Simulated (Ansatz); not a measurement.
`[OH][GeH2][SeH]` and `[OH][GeH2][I]` differ in one atom or group.

Ansatz, PBE0-D4/def2-TZVP geometries, multiplicity 1. Each molecule was computed in one conformer, which needn't be the lowest.

Elements past krypton have def2 core potentials. Scalar relativity is left out up to krypton.

| property | `[OH][GeH2][SeH]` |
| --- | --- |
| LUMO energy (PBE/def2-TZVPP) / eV | -1.11 |
| HOMO–LUMO gap (PBE/def2-TZVPP) / eV | 4.94 |
| HOMO–LUMO gap (ωB97M-V/def2-TZVPP) / eV | 11.05 |
| LUMO energy (PBE0/def2-TZVPP) / eV | -0.22 |
| HOMO–LUMO gap (B3LYP/def2-TZVPP) / eV | 6.47 |
| HOMO–LUMO gap (PBE0/def2-TZVPP) / eV | 7.01 |

**Question.** What does the change do to each property? (Best estimate.)

**Answer.** The calculation gave: 
```tsv
property	`[OH][GeH2][I]`	shift
LUMO energy (PBE/def2-TZVPP) / eV	-1.78	-0.67
HOMO–LUMO gap (PBE/def2-TZVPP) / eV	4.75	-0.19
HOMO–LUMO gap (ωB97M-V/def2-TZVPP) / eV	10.74	-0.31
LUMO energy (PBE0/def2-TZVPP) / eV	-0.92	-0.70
HOMO–LUMO gap (B3LYP/def2-TZVPP) / eV	6.23	-0.24
HOMO–LUMO gap (PBE0/def2-TZVPP) / eV	6.76	-0.25
```

With PBE0 the HOMO falls by 0.46 eV and the LUMO falls by 0.70 eV, so the gap narrows by about 0.24 eV. PBE moves the HOMO by -0.47 eV and ωB97M-V by -0.42 eV. The zero-point energy changes by -19.8 kJ/mol with -3 modes.

B3LYP here is the variant with VWN-RPA as its local correlation; programs differ in this.

Spin–orbit coupling is left out; it splits and shifts lone-pair levels of the heavy atoms by tenths of an eV.
